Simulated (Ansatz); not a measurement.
The molecule MgBe, multiplicity 3 (an upper state: multiplicity 1 came lower at CCSD(T)/def2-TZVPP on PBE0 minima).

Seven points along R, fitted to fifth degree in 1/R; most abundant isotopes. Runs in def2 and cc sets follow the lowest solution found near the PBE0 minimum.

Correlated levels freeze the inner cores; with def2 sets outer-core shells near the valence are correlated too.

Programs: Ansatz (Gaussian basis) for Hartree–Fock, density functionals and correlated methods. Values without a source in brackets are computed.

Question: What bond length and harmonic frequency does PBE/def2-TZVPP give, and what D_e (from each atom's lowest state at the same level)?

Answer: r_e = 2.400 Å, ω_e = 437 cm⁻¹, D_e = -0.82 eV.

Question: What bond length and harmonic frequency does PBE0/def2-TZVPP give, and what D_e (from each atom's lowest state at the same level)?

Answer: r_e = 2.395 Å, ω_e = 446 cm⁻¹, D_e = -0.88 eV.

Question: What bond length and harmonic frequency does CCSD(T)/def2-TZVPP give, and what D_e (from each atom's lowest state at the same level)?

Answer: r_e = 2.414 Å, ω_e = 435 cm⁻¹, D_e = -1.50 eV.

Doubts at one or more of the structures used: a spin-contaminated determinant (CCSD(T)/def2-TZVPP).

Ansatz is a program for electronic structure.
